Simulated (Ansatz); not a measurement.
Basis sets compared for Si₁₈H₂₄, a nanocrystal cut from hexagonal silicon. Total charge 0; singlet. Geometry PBE-D4/def2-SVP. Ansatz on 2 threads of AMD EPYC 7R13 on a shared host and a share (18 GiB) of an NVIDIA H100 80GB HBM3; times are rough, and most runs start from earlier orbitals.

```xyz
42

Si    2.808    1.730    3.187
Si    4.236    0.647    1.635
Si    0.565    1.508    2.513
Si    0.300    2.449    0.373
Si    2.966   -0.318   -0.095
Si    1.727    1.364   -1.176
Si   -1.941    2.245   -0.311
Si   -2.190    3.201   -2.447
Si    0.461    0.419   -2.919
Si   -0.764    2.114   -3.997
Si    0.019   -0.776    2.372
Si    1.446   -1.861    0.823
Si   -2.225   -1.014    1.710
Si   -2.459   -0.047   -0.422
Si    0.176   -2.842   -0.897
Si   -1.031   -1.132   -1.971
Si   -2.760   -3.302    1.585
Si   -1.332   -4.388    0.037
H     3.175    3.191    3.273
H     2.995    1.119    4.553
H     5.205    1.650    1.059
H     5.032   -0.420    2.343
H    -0.368    2.192    3.485
H     0.681    3.911    0.417
H     3.852   -1.017   -1.099
H     2.673    2.397   -1.745
H    -2.842    2.918    0.697
H    -1.848    4.670   -2.393
H    -3.622    3.071   -2.902
H     1.381   -0.289   -3.885
H     0.181    3.121   -4.604
H    -1.591    1.518   -5.109
H     0.215   -1.424    3.724
H     2.207   -2.937    1.562
H    -3.121   -0.295    2.691
H    -3.883   -0.218   -0.898
H     1.099   -3.510   -1.889
H    -1.891   -1.732   -3.059
H    -2.608   -3.939    2.944
H    -4.195   -3.469    1.148
H    -0.570   -5.485    0.740
H    -2.159   -5.019   -1.055
```

Single mean-field runs in def2-SVP, def2-TZVP are fitted with def2-universal-jkfit.

Binding counts from free atoms (Si triplet, H doublet) in the same basis, without a counterpoise term.

```csv
level,functions,energy (Eh),HOMO (eV),LUMO (eV),binding per atom (eV),wall time
PBE-D4/def2-SVP,444,-5221.2789,-6.09,-2.22,3.29,4.4 s
PBE0-D4/def2-SVP,444,-5221.8136,-7.06,-1.59,3.29,4.8 s
```

(1) Estimate the rows for PBE-D4/def2-TZVP (with forces), PBE0-D4/def2-TZVP.

## Answers

(1) 
| level | functions | energy (Eh) | HOMO (eV) | LUMO (eV) | binding per atom (eV) | wall time |
| --- | --- | --- | --- | --- | --- | --- |
| PBE-D4/def2-TZVP (with forces) | 810 | -5223.0732 | -6.07 | -2.39 | 3.29 | 11 s |
| PBE0-D4/def2-TZVP | 810 | -5223.5894 | -6.99 | -1.71 | 3.29 | 7 s |
